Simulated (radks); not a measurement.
All-electron calculation, Dirac Kohn-Sham, PBEsol, spin-unpolarised, spherical densities, point nucleus; open shells fill j = l - 1/2 first. Program: a radial shooting solver on a logarithmic mesh with Libxc functionals. Each species is in its NIST ground configuration. Rank Ne3+, O3+, F3+, B3+, N3+, C3+ by mean radius of the outermost orbital (bohr), largest first.

Answer. C3+ 1.29, N3+ 1.11, O3+ 0.978, F3+ 0.878, Ne3+ 0.796, B3+ 0.327.
